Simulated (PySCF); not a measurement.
Mg(Me)(OH) (CH4MgO), SMILES [OH][Mg][CH3]. Heavy atoms are numbered as in [Mg:1]([CH3:2])[OH:6]. Hydrogens are named by the atom that carries them.

Geometry optimised at PBE0-D3(BJ)/def2-TZVP. One conformer was computed; it need not be the lowest.

Calculation: PySCF with PBE0/pcSseg-2.

GIAO shieldings, no solvent; atoms alike by connectivity are averaged. δ = σ(ref) − σ: ¹³C against TMS (σ = 186.1 ppm); ¹H against TMS (σ = 31.54 ppm); ¹⁷O against H2O (σ = 327.8 ppm), references at their B3LYP-D3(BJ)/def2-TZVP geometries, non-relativistic.

```tsv
nucleus	atoms	count	δ (ppm)
¹³C	C2 (CH3)	1	-28.3
¹H	H on O6	1	0.16
¹H	H on C2	3	-1.01
¹⁷O	O6 (OH)	1	-16.1
```
